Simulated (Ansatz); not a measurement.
Consider the isomerisation: `C=C[CH2][GeH2][F]` → `F[C@H]1C[C@@H]1[GeH3]`.

Program: Ansatz. Geometries: PBE0-D4/def2-TZVP. ΔE: electronic, gas phase. CCSD(T)/CBS is the MP2 limit (def2-TZVPP, def2-QZVPP) plus CCSD(T) − MP2 in def2-TZVPP, frozen cores. DFT in def2-TZVPP. For Ge outer-core shells are correlated without core-valence functions, which leaves a few kJ/mol of doubt a bond. Scalar relativity is left out up to krypton. Each species was taken in one conformer, which may not be the lowest.

Task: Is it downhill or uphill in electronic energy at CCSD(T)/CBS, and by how much? (An estimate is asked.)

Result: The calculation gave: Uphill: ΔE = +42.1 kcal/mol.

Task: What do these levels give: ωB97M-V, PBE, SCS-MP2/def2-TZVPP, MP2/def2-QZVPP, SCS-MP2/def2-QZVPP, MP2/CBS(def2)? (Estimate.)

Result: Ansatz gave: ωB97M-V 39.1, PBE 37.2, SCS-MP2/def2-TZVPP 42.4, MP2/def2-QZVPP 41.9, SCS-MP2/def2-QZVPP 43.1, MP2/CBS(def2) 42.0 kcal/mol.

Largest T1 diagnostic among the species: 0.011.

In def2-TZVPP, CCSD(T) changes the Hartree–Fock value by −3.5 kcal/mol (the triples alone add +0.1 kcal/mol) and MP2 by −3.6 kcal/mol. From PBE to PBE0 (25 % exact exchange), in def2-TZVPP and without D4, ΔE moves by −0.9 kcal/mol.
